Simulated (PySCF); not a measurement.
Computed with r2SCAN-D4/def2-TZVP in PySCF. Isolated molecules, 0 K electronic values unless said otherwise. Excitations are Tamm–Dancoff values on a coarser integration grid. The basis has no diffuse functions, so Rydberg states are missing or too high.

Reference species (SMILES): `IB(N)N` (neutral, multiplicity 1).

The HOMO–LUMO gap comes out as 6.45 eV and the dipole moment comes out as 3.33 D. The T1 excitation (TDA) is 6.01 eV.

Changed species: `B(N)(N)N` (0 of 3 NH2 replaced by I; the reference has 1 of 3 NH2 replaced by I).

Task: What does the change do to the HOMO–LUMO gap, dipole moment and T1 excitation (TDA)?

Result: the HOMO–LUMO gap falls by 0.15 eV, to 6.30 eV; the dipole moment falls by 3.18 D, to 0.15 D; the T1 excitation (TDA) stays essentially unchanged.
